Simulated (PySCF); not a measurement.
PySCF input for C₂H₉NSi₃, SMILES N#C[C@H]([SiH3])[SiH2][SiH3], TDA-M06-2X/def2-SVPD. Coordinates come from a ωB97X-D3(BJ)/def2-SVP optimisation. The structure was generated by enumeration; whether it is a known compound was not checked. The values are those of a single conformer.

```python
import numpy as np
from pyscf import gto, scf, dft, tdscf

mol = gto.M(
    atom='''
    N    -0.14336718    2.06185013   -1.58486162
    C    -0.41409163    1.03082029   -1.13138158
    C    -0.73775460   -0.24414115   -0.51043370
    Si   -2.55003994   -0.29147347    0.06578978
    Si    0.45634717   -0.58983381    0.94347237
    Si    2.65379289   -0.19591004    0.26009560
    H    -0.59311713   -1.04775970   -1.25354441
    H    -3.46414586   -0.12933590   -1.09795778
    H    -2.77072828    0.80182957    1.05028065
    H    -2.78093614   -1.61328299    0.71431480
    H     0.24621823   -2.01068822    1.34902276
    H     0.07265526    0.29170134    2.08442553
    H     2.89671668   -0.93771032   -1.01244565
    H     3.60260778   -0.68807626    1.30154187
    H     2.86397512    1.26133906    0.03827641
    ''',
    basis='def2-SVPD',
    charge=0,
    spin=0,
    max_memory=1600,
    verbose=4,
)
mf = dft.RKS(mol, xc='m06-2x').density_fit(auxbasis='def2-universal-jkfit')
mf.grids.level = 4
mf.conv_tol = 1e-9
mf.max_cycle = 100
mf.kernel()
mf.grids = dft.Grids(mol).set(level=2).build(with_non0tab=True)  # coarser grid for the response kernel
td = tdscf.TDA(mf)
td.singlet = True
td.nstates = 6
td.conv_tol = 1e-4
td.positive_eig_threshold = 1e-6
td.kernel(x0=td.get_init_guess(mf, 11))
td.analyze()
tt = tdscf.TDA(mf)
tt.singlet = False
tt.nstates = 2
tt.conv_tol = 1e-4
tt.positive_eig_threshold = 1e-6
tt.kernel(x0=tt.get_init_guess(mf, 7))
tt.analyze(verbose=3)
```

Log of the run:

```
PySCF version 2.14.0

[INPUT] verbose = 4
[INPUT] num. atoms = 15
[INPUT] num. electrons = 70
[INPUT] charge = 0
[INPUT] spin (= nelec alpha-beta = 2S) = 0
[INPUT] symmetry False subgroup None
[INPUT] Mole.unit = angstrom
[INPUT] Symbol           X                Y                Z      unit          X                Y                Z       unit  Magmom
[INPUT]  1 N     -0.143367180000   2.061850130000  -1.584861620000 AA   -0.270924705451   3.896332055599  -2.994954407135 Bohr   0.0
[INPUT]  2 C     -0.414091630000   1.030820290000  -1.131381580000 AA   -0.782519771175   1.947968031745  -2.138001328578 Bohr   0.0
[INPUT]  3 C     -0.737754600000  -0.244141150000  -0.510433700000 AA   -1.394154141138  -0.461359909236  -0.964579897748 Bohr   0.0
[INPUT]  4 Si    -2.550039940000  -0.291473470000   0.065789780000 AA   -4.818877093302  -0.550805030877   0.124324665995 Bohr   0.0
[INPUT]  5 Si     0.456347170000  -0.589833810000   0.943472370000 AA    0.862371169020  -1.114624359909   1.782904385394 Bohr   0.0
[INPUT]  6 Si     2.653792890000  -0.195910040000   0.260095600000 AA    5.014941753418  -0.370216320653   0.491509450204 Bohr   0.0
[INPUT]  7 H     -0.593117130000  -1.047759700000  -1.253544410000 AA   -1.120828935488  -1.979978877356  -2.368855619879 Bohr   0.0
[INPUT]  8 H     -3.464145860000  -0.129335900000  -1.097957780000 AA   -6.546286930946  -0.244409429074  -2.074839500535 Bohr   0.0
[INPUT]  9 H     -2.770728280000   0.801829570000   1.050280650000 AA   -5.235917614787   1.515238285878   1.984742782430 Bohr   0.0
[INPUT] 10 H     -2.780936140000  -1.613282990000   0.714314800000 AA   -5.255207674505  -3.048663012519   1.349859338723 Bohr   0.0
[INPUT] 11 H      0.246218230000  -2.010688220000   1.349022760000 AA    0.465285021575  -3.799650057689   2.549283552205 Bohr   0.0
[INPUT] 12 H      0.072655260000   0.291701340000   2.084425530000 AA    0.137298542909   0.551235642769   3.938993378751 Bohr   0.0
[INPUT] 13 H      2.896716680000  -0.937710320000  -1.012445650000 AA    5.474001185659  -1.772015688978  -1.913244994507 Bohr   0.0
[INPUT] 14 H      3.602607780000  -0.688076260000   1.301541870000 AA    6.807942038427  -1.300275684215   2.459557673954 Bohr   0.0
[INPUT] 15 H      2.863975120000   1.261339060000   0.038276410000 AA    5.412128604368   2.383585373616   0.072331931932 Bohr   0.0

nuclear repulsion = 392.29438369456
number of shells = 90
number of NR pGTOs = 306
number of NR cGTOs = 204
basis = def2-SVPD
ecp = {}


[settings echo left out]
init E= -1004.56149246278
  HOMO = -0.295107243161163  LUMO = -0.0285140331057825  gap/eV = 7.25437
cycle= 1 E= -1004.28371030343  delta_E= 0.278  |g|= 0.452  |ddm|= 4.32
  HOMO = -0.333997970546704  LUMO = -0.0232541526202703  gap/eV = 8.45577
cycle= 2 E= -1004.20361003791  delta_E= 0.0801  |g|= 0.802  |ddm|= 1.55
  HOMO = -0.348530951604586  LUMO = -0.00193045590935359  gap/eV = 9.43148
cycle= 3 E= -1004.34755679993  delta_E= -0.144  |g|= 0.0499  |ddm|= 0.978
  HOMO = -0.341685083775306  LUMO = 0.00518000153614384  gap/eV = 9.43868
cycle= 4 E= -1004.34830261516  delta_E= -0.000746  |g|= 0.0303  |ddm|= 0.176
  HOMO = -0.34222601486794  LUMO = 0.00543225339442399  gap/eV = 9.46026
cycle= 5 E= -1004.34855130589  delta_E= -0.000249  |g|= 0.00671  |ddm|= 0.0594
  HOMO = -0.343573972377378  LUMO = 0.00477542176238588  gap/eV = 9.47907
cycle= 6 E= -1004.34856467482  delta_E= -1.34e-05  |g|= 0.0017  |ddm|= 0.0172
  HOMO = -0.343347499881531  LUMO = 0.00490975149714368  gap/eV = 9.47656
cycle= 7 E= -1004.34856559193  delta_E= -9.17e-07  |g|= 0.000484  |ddm|= 0.00528
  HOMO = -0.343353311245834  LUMO = 0.00490436337082478  gap/eV = 9.47657
cycle= 8 E= -1004.34856566141  delta_E= -6.95e-08  |g|= 0.000122  |ddm|= 0.00114
  HOMO = -0.34336242756525  LUMO = 0.00490427641745761  gap/eV = 9.47682
cycle= 9 E= -1004.34856566602  delta_E= -4.61e-09  |g|= 1.71e-05  |ddm|= 0.000319
  HOMO = -0.343360292803328  LUMO = 0.00490557976084416  gap/eV = 9.47680
cycle= 10 E= -1004.34856566614  delta_E= -1.13e-10  |g|= 5.09e-06  |ddm|= 5.85e-05
  HOMO = -0.343361504633052  LUMO = 0.00490497701717452  gap/eV = 9.47681
Extra cycle  E= -1004.34856566614  delta_E= -1.59e-12  |g|= 3.6e-06  |ddm|= 2.18e-05
converged SCF energy = -1004.34856566614
tot grids = 117536
Overwritten attributes  positive_eig_threshold  of <class 'pyscf.tdscf.rks.TDA'>


******** <class 'pyscf.tdscf.rks.TDA'> for <class 'pyscf.df.df_jk.DFRKS'> ********
nstates = 6 singlet
deg_eia_thresh = 1.000e-03
wfnsym = None
conv_tol = 0.0001
eigh lindep = 1e-12
eigh level_shift = 0
eigh max_cycle = 100


Excitation energies (eV)
[6.71289552 6.80642458 7.25748823 7.39970032 7.53446216 7.59765413]

** Singlet excitation energies and oscillator strengths **
Excited State   1:      6.71290 eV    184.70 nm  f=0.0008
      33 -> 39       -0.12566
      33 -> 41       -0.13723
      33 -> 48        0.11355
      34 -> 37       -0.24756
      34 -> 40       -0.12971
      34 -> 41        0.10638
      34 -> 42        0.12849
      34 -> 47       -0.12597
      34 -> 50        0.12317
      35 -> 37        0.34703
      35 -> 41       -0.13909
Excited State   2:      6.80642 eV    182.16 nm  f=0.0433
      35 -> 36       -0.65036
      35 -> 38       -0.13851
Excited State   3:      7.25749 eV    170.84 nm  f=0.0151
      35 -> 38       -0.19305
      35 -> 39        0.60106
      35 -> 40       -0.13564
Excited State   4:      7.39970 eV    167.55 nm  f=0.0309
      33 -> 39        0.13147
      34 -> 36        0.21608
      34 -> 37        0.16355
      34 -> 39        0.10103
      35 -> 36       -0.11662
      35 -> 37        0.51247
      35 -> 40       -0.11602
Excited State   5:      7.53446 eV    164.56 nm  f=0.0043
      33 -> 39       -0.13292
      34 -> 36        0.50154
      35 -> 36       -0.13029
      35 -> 37       -0.19712
      35 -> 38        0.18901
      35 -> 40       -0.17651
Excited State   6:      7.59765 eV    163.19 nm  f=0.0853
      33 -> 37        0.16485
      33 -> 39       -0.14258
      33 -> 41       -0.15205
      34 -> 36       -0.28168
      34 -> 37        0.15244
      34 -> 39        0.12474
      34 -> 42       -0.11282
      35 -> 38        0.22295
      35 -> 40       -0.32788
      35 -> 41       -0.17698
      35 -> 42        0.10520
      35 -> 43        0.10955
      35 -> 48        0.10556

** Transition electric dipole moments (AU) **
state          X           Y           Z        Dip. S.      Osc.
  1         0.0070      0.0016     -0.0678      0.0046      0.0008
  2         0.3523     -0.1054      0.3528      0.2597      0.0433
  3         0.0898      0.2153      0.1743      0.0848      0.0151
  4         0.3890      0.0449     -0.1309      0.1705      0.0309
  5        -0.1328      0.0681      0.0275      0.0230      0.0043
  6        -0.6662      0.1197     -0.0161      0.4584      0.0853

** Transition velocity dipole moments (imaginary part, AU) **
state          X           Y           Z        Dip. S.      Osc.
  1        -0.0023      0.0014     -0.0046      0.0000      0.0001
  2         0.0816     -0.0108      0.0152      0.0070      0.0187
  3         0.0304      0.0017      0.0128      0.0011      0.0027
  4         0.0996      0.0032     -0.0025      0.0099      0.0243
  5        -0.0265      0.0053      0.0216      0.0012      0.0029
  6        -0.1670     -0.0014     -0.0028      0.0279      0.0666

** Transition magnetic dipole moments (imaginary part, AU) **
state          X           Y           Z
  1         0.0421      0.0466     -0.0390
  2         0.0800      0.7843     -0.1060
  3         0.1788     -0.1514     -0.2612
  4         0.1988     -0.2389     -0.5153
  5         0.1754      0.1417     -0.5186
  6        -0.2090      0.7238      0.5969


******** <class 'pyscf.tdscf.rks.TDA'> for <class 'pyscf.df.df_jk.DFRKS'> ********
nstates = 2 triplet
deg_eia_thresh = 1.000e-03
wfnsym = None
conv_tol = 0.0001
eigh lindep = 1e-12
eigh level_shift = 0
eigh max_cycle = 100


Excitation energies (eV)
[6.19573373 6.28151945]

** Triplet excitation energies and oscillator strengths **
Excited State   1:      6.19573 eV    200.11 nm  f=0.0000
Excited State   2:      6.28152 eV    197.38 nm  f=0.0000
```

The run converged.
